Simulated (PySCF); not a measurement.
C₄H₁₄O₂Si₂, SMILES C[Si](C)(O[SiH](C)C)O, singlet, GFN2-xTB optimised geometry.

```
22

Si     0.18     0.77     0.00
C     -0.49    -0.24     1.46
C     -0.52     2.53     0.00
O     -0.29     0.09    -1.40
Si    -0.50    -1.12    -2.47
C     -0.82    -2.78    -1.60
C      1.05    -1.15    -3.58
O     -1.86    -0.81    -3.32
H      1.65     0.77     0.00
H     -1.58    -0.29     1.44
H     -0.12    -1.26     1.44
H     -0.21     0.20     2.41
H     -1.60     2.53    -0.04
H     -0.16     3.10    -0.86
H     -0.22     3.07     0.89
H     -1.05    -3.56    -2.32
H     -1.65    -2.69    -0.92
H      0.05    -3.10    -1.04
H      1.93    -1.43    -3.02
H      1.24    -0.17    -4.01
H      0.93    -1.85    -4.40
H     -2.03     0.07    -3.64
```

Density from PBE0/def2-SVP (PySCF) at that geometry.

Minimum of the electron density along straight lines between bonded atoms, close to the bond critical point (lines longer than 1.1 times the sum of covalent radii, or with two minima, are not listed):

| bond | length / Å | ρ at the minimum / e bohr⁻³ | ∇²ρ there / e bohr⁻⁵ | position (fraction from the first atom) |
|---|---|---|---|---|
| Si1–C2 | 1.900 | 0.112 | 0.32 | 0.38 |
| Si1–C3 | 1.900 | 0.113 | 0.32 | 0.38 |
| Si1–O4 | 1.625 | 0.125 | 1.09 | 0.41 |
| O4–Si5 | 1.634 | 0.122 | 1.04 | 0.59 |
| Si5–C6 | 1.893 | 0.115 | 0.32 | 0.38 |
| Si5–C7 | 1.900 | 0.113 | 0.31 | 0.38 |
| Si5–O8 | 1.631 | 0.129 | 1.07 | 0.41 |
| Si1–H9 | 1.470 | 0.117 | 0.32 | 0.49 |
| C2–H10 | 1.087 | 0.271 | -0.96 | 0.62 |
| C2–H11 | 1.086 | 0.271 | -0.96 | 0.62 |
| C2–H12 | 1.086 | 0.271 | -0.96 | 0.62 |
| C3–H13 | 1.087 | 0.271 | -0.96 | 0.62 |
| C3–H14 | 1.086 | 0.271 | -0.97 | 0.62 |
| C3–H15 | 1.085 | 0.271 | -0.96 | 0.62 |
| C6–H16 | 1.084 | 0.272 | -0.97 | 0.62 |
| C6–H17 | 1.085 | 0.272 | -0.97 | 0.62 |
| C6–H18 | 1.085 | 0.271 | -0.96 | 0.62 |
| C7–H19 | 1.085 | 0.271 | -0.96 | 0.62 |
| C7–H20 | 1.086 | 0.270 | -0.96 | 0.62 |
| C7–H21 | 1.085 | 0.272 | -0.97 | 0.62 |
| O8–H22 | 0.954 | 0.356 | -2.43 | 0.82 |
